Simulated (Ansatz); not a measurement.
`CBOC` → `[CH2]` (triplet) + `CBO` at 700 K and 1 bar (formal loss of a carbene).

Program: Ansatz. Geometries: PBE0-D4/def2-TZVP. ΔE: electronic, gas phase. CCSD(T)/CBS adds triple-zeta CCSD(T) − MP2 to the extrapolated MP2 energy (def2 sets, frozen cores). This one scheme is used for every species. Triplets are unrestricted, without spin–orbit coupling. One conformer a species, not always the lowest.

| species | CCSD(T)/CBS energy (Eh) | H − E (kJ/mol) | S (J/(mol·K)) |
| --- | --- | --- | --- |
| `CBOC` | -180.32625 | 309.3 | 410.5 |
| `[CH2]` (triplet) | -39.09499 | 70.4 | 226.8 |
| `CBO` | -141.08489 | 219.3 | 348.2 |

H − E and S are ideal-gas, rigid-rotor, harmonic terms from PBE0-D4/def2-TZVP, for one conformer and one mirror image of each species, with the whole ground term of open shells counted as degenerate. 1 Eh = 2625.50 kJ/mol, R = 8.31446 J/(mol·K).

By hand: ΔE, ΔH, ΔS and ΔG.

ΔE = (-39.09499) + (-141.08489) − (-180.32625) = 0.14637 Eh = 384.3 kJ/mol. Δ(H − E) = 70.4 + 219.3 − 309.3 = -19.6, so ΔH = 364.7 kJ/mol. ΔS = 226.8 + 348.2 − 410.5 = 164.5 J/(mol·K). ΔG = 364.7 − 700 × (164.5)/1000 = 249.5 kJ/mol.

By hand: the equilibrium constant, and the temperature at which ΔG would vanish if ΔH and ΔS stayed fixed.

log₁₀ K = −ΔG/(RT ln 10) = -18.6. ΔG = 0 at ΔH/ΔS = 2217 K.

The number of gas molecules changes by +1, which sets the sign of ΔS. A doubt of 5 kJ/mol in ΔE shifts log₁₀ K by 0.4 here. Other conformers and mirror images would add mixing entropy, several J/(mol·K) or more a flexible species. A triplet takes part, so the spin changes. These are equilibria of isolated gas molecules and say nothing of rates. Largest T1 diagnostic: 0.012 (customary marks: 0.02 for closed shells, 0.045 for open ones).
